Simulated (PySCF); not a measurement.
Ga(F)(OH)2 (FGaH2O2), SMILES [Ga]([F])([OH])[OH]. Geometry optimised at B3LYP-D3(BJ)/def2-SVP. Other conformers were not sampled.

All values below come from B3LYP-D3(BJ)/def2-SVP (PySCF).

Harmonic wavenumbers (cm⁻¹): 174, 188, 197, 323, 345, 662, 736, 753, 832, 858, 3838, 3840. Rotational constants (GHz): 6.052, 5.865, 2.979; symmetry number 1.

Question: Work out the zero-point energy and the ideal-gas rigid-rotor harmonic-oscillator thermochemistry at 298.15 K and 1 atm.

Answer: ZPE = ½ Σ hcν = ½ × 12747 cm⁻¹ = 18.22 kcal/mol. H − E(el) = 22.45 kcal/mol. Entropy in cal/(mol K): translation 40.33, rotation 25.52, vibration 10.50, total 76.35. G − E(el) = -0.31 kcal/mol. Cp = 20.29 cal/(mol K).
